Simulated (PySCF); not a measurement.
**Ionisation energy of Re by level of theory**

Re [Xe] 4f14 5d5 6s2 (6S) → Re⁺ [Xe] 4f14 5d5 6s1 (7S), as a difference of total energies. Computed with PySCF 2.14 in aug-cc-pVQZ-PP with ECP60MDF, with scalar relativity through the core potential. Correlated levels: valence: 5s2 5p6 frozen. The calculations carry no spin-orbit coupling.

```tsv
method	ionisation energy (eV)
UHF	5.923
LDA	8.047
PBE	7.550
PBE0	7.341
r2SCAN	7.120
r2SCAN0	7.138
PBEsol	7.523
PW91	7.603
MP2 (valence)	7.417
SCS-MP2 (valence)	7.729
```

Q: How much does correlation contribute at MP2 (valence)?

A: 7.417 − (5.923) = 1.494 eV, measured against UHF.

For comparison: 7.834 eV (measured; NIST Atomic Spectra Database, ionization energies).
